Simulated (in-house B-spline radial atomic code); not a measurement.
How numerical settings move a run on neutral carbon, [He] 2s2 2p2. Computed with a B-spline radial code for spherical atoms: scalar-relativistic (X2C) PBE, spin-polarised, spherical fractional occupations, Fermi nucleus of rms radius 2.4702 fm.

Command:
```bash
python run_scf.py task.json out
```
Settings of the sound reference run:
```
Z                6
electrons        6
configuration    [He] 2s2 2p2
hamiltonian      x2c
method           pbe,pbe
spin_polarised   True
nucleus          fermi
rms_radius       2.4702
mass_number      12
atomic_mass      12
speed_of_light   137.036
knot_spacing     0.22
spline_order     8
gauss_points     12
box_radius       50
max_iterations   70
damping          0.5
damped_steps     3
diis_vectors     10
tolerance        1e-08
start            Thomas-Fermi
```

Cost of the run: 0.29 s on 1 thread of Intel(R) Xeon(R) Platinum 8375C CPU @ 2.90GHz, on a shared host.

It converges in 9 iterations to -37.809207 hartree, with 2p up at -6.0952 eV. The other runs change the listed settings, some to values that make no sense; their results aren't properties of the atom or ion. Radii are in bohr (the nuclear one in fm), a minus after a letter asks for a j subshell, and «unchanged» means within 1e-8 hartree. The run stops when the residual is below 10 × tolerance × max(1, Z/10), or a noise floor if that is larger, and the energy moves by less than 1e-8 × √|E| hartree; so very loose and very tight tolerances often act alike.

| changed settings | outcome |
| --- | --- |
| spline_order = 10, box_radius = 25, max_iterations = 5, diis_vectors = 4 | not converged after 5 iterations, last residual 4.0e-03, last energy +8.73e-04 hartree from the reference |
| spline_order = 6 | converged in 9 iterations, energy -1.58e-08 hartree from the reference, 2p up level +2.7e-06 eV |
| knot_spacing = 0.4 | converged in 9 iterations, energy +9.98e-06 hartree from the reference, 2p up level -6.3e-05 eV |
| spline_order = 5 | converged in 9 iterations, energy +4.75e-07 hartree from the reference, 2p up level -6.9e-07 eV |
| damped_steps = 30 | converged in 19 iterations, energy unchanged, 2p up level +2.1e-06 eV |
| knot_spacing = 2 | converged in 10 iterations, energy +1.57e+00 hartree from the reference, 2p up level -1.8e-01 eV |
| spline_order = 3, first_knot = 0.05, max_iterations = 8, damped_steps = 30 | not converged after 8 iterations, last residual 2.3e-04, last energy +4.61e-03 hartree from the reference |
| knot_spacing = 0.15 | converged in 9 iterations, energy -1.76e-07 hartree from the reference, 2p up level +4.0e-06 eV |
| spline_order = 7 | converged in 9 iterations, energy +6.28e-07 hartree from the reference, 2p up level +2.5e-06 eV |
| knot_spacing = 0.1 | converged in 8 iterations, energy -3.96e-07 hartree from the reference, 2p up level -4.6e-05 eV |
| spline_order = 3 | converged in 9 iterations, energy +5.68e-04 hartree from the reference, 2p up level -7.6e-04 eV |
| knot_spacing = 0.3 | converged in 9 iterations, energy +2.50e-06 hartree from the reference, 2p up level -8.2e-06 eV |
| electrons = 14, configuration = [He] 2s2 2p2 4s2 4p6, max_iterations = 50 | converged in 12 iterations to -37.0461 hartree, a different physical problem (warning: 2p up has a positive eigenvalue: unbound, held by the box) |
| first_knot = 0.0167, max_iterations = 60, damping = 0.8, start = bare nucleus | converged in 11 iterations, energy +3.55e-05 hartree from the reference, 2p up level -3.4e-06 eV |
| knot_spacing = 0.55 | converged in 9 iterations, energy +1.10e-04 hartree from the reference, 2p up level -4.6e-04 eV |
| spline_order = 4 | converged in 9 iterations, energy +7.61e-06 hartree from the reference, 2p up level -1.1e-05 eV |
| electrons = 7, configuration = [He] 2s2 2p2 3p-1, max_iterations = 50 | stopped with error: j subshells need the Dirac Hamiltonian and l > 0 |
| hamiltonian = dirac, method = scan,scan, spin_polarised = False | stopped with error: meta-GGAs are not served with the Dirac Hamiltonian |

Q: What happens with knot_spacing = 0.3, spline_order = 5, max_iterations = 2?

A: Not converged after 2 iterations, last residual 1.2e-01, last energy +3.83e-01 hartree from the reference.

Q: What happens with knot_spacing = 1.4?

A: Converged in 10 iterations, energy +2.31e-02 hartree from the reference, 2p up level -7.6e-02 eV.

Q: What happens with damped_steps = 1?

A: Converged in 8 iterations, energy unchanged, 2p up level -1.2e-05 eV.

Q: What happens with spline_order = 10?

A: Converged in 9 iterations, energy +6.37e-07 hartree from the reference, 2p up level +1.2e-06 eV.
